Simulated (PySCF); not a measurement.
Isomers of C3H11ClO2Si2, mass 169.999 u with the commonest isotopes. Theory: PBE0/pcSseg-1 in PySCF (dipole) on a GFN2-xTB geometry, gas phase. One conformer each, none proved a minimum here; rigid rotors.

Task: Order these by rotational constant C, smallest first.
A. `[CH3:1][CH2:2][O:3][Si@H:4]([CH2:5][Cl:6])[O:7][SiH3:8]` with C1–C2–O3–Si4 -63°, C2–O3–Si4–C5 -58°, O3–Si4–C5–Cl6 67°, O3–Si4–O7–Si8 -9°
B. `[CH3:1][CH:2]([CH3:3])[O:4][Si@@H:5]([OH:6])[SiH2:7][Cl:8]` with C1–C2–O4–Si5 -135°, C2–O4–Si5–O6 -172°, O4–Si5–O6–H -38°, O4–Si5–Si7–Cl8 71°
C. `[CH3:1][CH:2]([CH3:3])[O:4][SiH2:5][O:6][SiH2:7][Cl:8]` with C1–C2–O4–Si5 168°, C2–O4–Si5–O6 51°, O4–Si5–O6–Si7 14°, Si5–O6–Si7–Cl8 -44°
D. `[CH3:1][SiH2:2][O:3][C@H:4]([CH2:5][Cl:6])[O:7][SiH3:8]` with C1–Si2–O3–C4 -170°, Si2–O3–C4–C5 -108°, O3–C4–C5–Cl6 72°, O3–C4–O7–Si8 9°

Result: A (507.2 MHz), D (553.1 MHz), B (567.3 MHz), C (584.1 MHz).

Task: Order these by dipole moment, largest first.
A. `[CH3:1][SiH2:2][O:3][C@H:4]([CH2:5][Cl:6])[O:7][SiH3:8]` with C1–Si2–O3–C4 -170°, Si2–O3–C4–C5 -108°, O3–C4–C5–Cl6 72°, O3–C4–O7–Si8 9°
B. `[CH3:1][CH:2]([CH3:3])[O:4][Si@@H:5]([OH:6])[SiH2:7][Cl:8]` with C1–C2–O4–Si5 -135°, C2–O4–Si5–O6 -172°, O4–Si5–O6–H -38°, O4–Si5–Si7–Cl8 71°
C. `[CH3:1][CH2:2][O:3][C@@H:4]([O:5][SiH3:6])[SiH2:7][Cl:8]` with C1–C2–O3–C4 173°, C2–O3–C4–O5 66°, O3–C4–O5–Si6 -121°, O3–C4–Si7–Cl8 177°
D. `[CH3:1][CH:2]([CH3:3])[O:4][SiH2:5][O:6][SiH2:7][Cl:8]` with C1–C2–O4–Si5 168°, C2–O4–Si5–O6 51°, O4–Si5–O6–Si7 14°, Si5–O6–Si7–Cl8 -44°
E. `[CH3:1][CH2:2][O:3][Si@H:4]([CH2:5][Cl:6])[O:7][SiH3:8]` with C1–C2–O3–Si4 -63°, C2–O3–Si4–C5 -58°, O3–Si4–C5–Cl6 67°, O3–Si4–O7–Si8 -9°

Result: B (2.30 D), C (2.18 D), A (1.44 D), E (1.13 D), D (0.34 D).

Task: Order these by out-of-plane moment Σ m c² = (Ia + Ib − Ic)/2, smallest first.
A. `[CH3:1][CH2:2][O:3][Si@H:4]([CH2:5][Cl:6])[O:7][SiH3:8]` with C1–C2–O3–Si4 -63°, C2–O3–Si4–C5 -58°, O3–Si4–C5–Cl6 67°, O3–Si4–O7–Si8 -9°
B. `[CH3:1][SiH2:2][O:3][C@H:4]([CH2:5][Cl:6])[O:7][SiH3:8]` with C1–Si2–O3–C4 -170°, Si2–O3–C4–C5 -108°, O3–C4–C5–Cl6 72°, O3–C4–O7–Si8 9°
C. `[CH3:1][CH:2]([CH3:3])[O:4][Si@@H:5]([OH:6])[SiH2:7][Cl:8]` with C1–C2–O4–Si5 -135°, C2–O4–Si5–O6 -172°, O4–Si5–O6–H -38°, O4–Si5–Si7–Cl8 71°
D. `[CH3:1][CH:2]([CH3:3])[O:4][SiH2:5][O:6][SiH2:7][Cl:8]` with C1–C2–O4–Si5 168°, C2–O4–Si5–O6 51°, O4–Si5–O6–Si7 14°, Si5–O6–Si7–Cl8 -44°
E. `[CH3:1][CH2:2][O:3][C@@H:4]([O:5][SiH3:6])[SiH2:7][Cl:8]` with C1–C2–O3–C4 173°, C2–O3–C4–O5 66°, O3–C4–O5–Si6 -121°, O3–C4–Si7–Cl8 177°

Result: E (21.46 u·Å²), A (35.06 u·Å²), B (36.02 u·Å²), D (55.28 u·Å²), C (56.49 u·Å²).

| SMILES | point group | Ia (u·Å²) | Ib (u·Å²) | Ic (u·Å²) | κ | μa (D) | μb (D) | μc (D) |
| --- | --- | --- | --- | --- | --- | --- | --- | --- |
| CC(C)O[Si@@H](O)[SiH2]Cl | C1 | 375.96 | 627.81 | 890.80 | -0.39 | 2.26 | 0.42 | 0.04 |
| C[SiH2]O[C@H](CCl)O[SiH3] | C1 | 444.23 | 541.56 | 913.76 | 0.30 | 1.21 | 0.71 | 0.32 |
| CCO[Si@H](CCl)O[SiH3] | C1 | 320.58 | 746.00 | 996.46 | -0.68 | 0.82 | 0.60 | 0.51 |
| CCO[C@@H](O[SiH3])[SiH2]Cl | C1 | 346.85 | 709.31 | 1013.26 | -0.55 | 1.87 | 0.41 | 1.04 |
| CC(C)O[SiH2]O[SiH2]Cl | C1 | 321.62 | 654.12 | 865.18 | -0.62 | 0.14 | 0.09 | 0.30 |
